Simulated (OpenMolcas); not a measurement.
## Pr4+: ligand-field states by method

Pr4+ with 6 ligands (fluoride) in trigonal antiprismatic coordination (D3d) at 2.16 Å, a polar angle of 56.4° against the regular 54.74°. A charge of +0.333 e stands 2.8 Å behind each ligand. Ligand basis ANO-RCC-VDZP.
```
Pr    0.0000    0.0000    0.0000
F     0.0000    1.7986    1.1960
F    -1.5577   -0.8993    1.1960
F     1.5577   -0.8993    1.1960
F     0.0000   -1.7986   -1.1960
F     1.5577    0.8993   -1.1960
F    -1.5577    0.8993   -1.1960
```

```json
{"Program": "OpenMolcas 26.06", "Basis": "ANO-RCC-VDZP [7s6p4d2f1g]", "Scalar Hamiltonian": "DKH2, point nucleus", "Active space": "1 electron in 7 orbitals (4f)", "State averaging": "2S+1 = 2 odd, 7 roots", "Spin-orbit coupling": "state interaction with AMFI integrals over the reference wave functions"}
```

I. CASSCF
II. SS-CASPT2, IPEA 0.25 Eh, imaginary shift 0.1 Eh (closed shells correlated: 5s 5p and the ligand valence shells)

Spin-free states (labels of D3, the rotations of D3d) in cm-1, each column counted from its own energy of the first state listed:

| State | Degeneracy | I | II |
| --- | --- | --- | --- |
| 2A2 | 1 | 0 | 0 |
| 2E | 2 | 838 | 820 |
| 2A1 | 1 | 1018 | 1210 |
| 2E | 2 | 2655 | 3040 |
| 2A2 | 1 | 2930 | 3500 |

From I to II, I's first state of the same spin (2E) moves from 838 to 820 cm-1, by about -17 cm-1.

With spin-orbit coupling the lowest J multiplet is 1407 (I), 1626 (II) cm-1 wide, a factor of 1.16 from I to II.

χT at 300 K: I 0.32, II 0.30 cm3 K/mol.

Roots that are degenerate in the reference are averaged as groups; the widest CASPT2 spread within a group is 12 cm-1 (the 2-fold group of multiplicity 2 near 3040 cm-1 above the lowest state of its run, II). Shifts and gaps below about the spread of the groups concerned are not significant. Over all roots computed the reference weight is 0.71 in II; a low but even weight reflects the number of correlated electrons. Splittings of an f shell from a small cluster at a set distance can be off by tens of per cent, mostly too small (holds for II). No measured value stands beside these numbers; the geometry is a model, was not optimised and need not be the one that this ion takes.
